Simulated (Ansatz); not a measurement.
Zn₆O₆, a cluster cut from wurtzite ZnO (bare). Total charge 0; singlet. Geometry PBE-D4/def2-SVP, basis def2-TZVP, Ansatz.

```
run  HOMO (eV)  LUMO (eV)
  A      -7.31      -2.84
  B      -5.84      -3.64
  C      -6.16      -3.50
  D      -9.65      -0.97
```

Single mean-field runs in def2-TZVP are fitted with def2-universal-jkfit.

Task: The runs used PBE0, r2SCAN, revPBE, ωB97X-V. Estimate which is which.

Result: A PBE0 (25 % exact exchange); B revPBE (0 % exact exchange); C r2SCAN (0 % exact exchange); D ωB97X-V (range-separated). Exact exchange lowers occupied and raises empty levels; among semilocal functionals meta-GGAs tend to open the gap a little, and such runs are hard to tell apart. The gap grows from 2.20 eV (revPBE) to 8.68 eV (ωB97X-V).
